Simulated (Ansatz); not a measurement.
H7NOSSi2, SMILES `N[SiH2][SiH](O)S`. The species carries charge 0 and has multiplicity 1. All single points use the PBE0-D4/def2-TZVP geometry. It is one conformer, not always the lowest.

```xyz
12

N    -1.157    0.286   -1.527
Si   -1.223    0.641    0.167
Si    0.725   -0.368    0.988
O     0.767   -1.948    0.517
S     2.290    0.807    0.101
H    -0.362    0.616   -2.055
H    -1.997    0.363   -2.079
H    -1.307    2.088    0.535
H    -2.440   -0.026    0.702
H     0.907   -0.415    2.458
H     0.495   -2.110   -0.390
H     3.302    0.067    0.584
```

(1) What is the dipole moment at r2SCAN/def2-TZVPP? (An estimate is asked.)

(2) And with PBE, B3LYP, ωB97M-V? (Estimate.)

(3) Give the Mulliken charges with r2SCAN, ωB97M-V, PBE in def2-TZVPP. (An estimate is asked.)

Results:

(1) The calculation gave: 1.86 D, with components (-0.77, 0.04, -1.69) D in this frame, pointing from negative to positive charge.

(2) Computed: PBE 1.85 D, B3LYP 1.82 D, ωB97M-V 1.85 D.

(3) Ansatz gave: 
| atom | r2SCAN | ωB97M-V | PBE |
| --- | --- | --- | --- |
| N1 | -0.46 | -0.39 | -0.40 |
| Si2 | 0.31 | 0.21 | 0.22 |
| Si3 | 0.48 | 0.37 | 0.39 |
| O4 | -0.41 | -0.37 | -0.34 |
| S5 | -0.30 | -0.28 | -0.28 |
| H6 | 0.16 | 0.13 | 0.15 |
| H7 | 0.16 | 0.12 | 0.15 |
| H8 | -0.10 | -0.05 | -0.08 |
| H9 | -0.08 | -0.03 | -0.06 |
| H10 | -0.08 | -0.02 | -0.06 |
| H11 | 0.21 | 0.19 | 0.19 |
| H12 | 0.11 | 0.12 | 0.12 |

B3LYP here is the variant with VWN-RPA as its local correlation; programs differ in this.
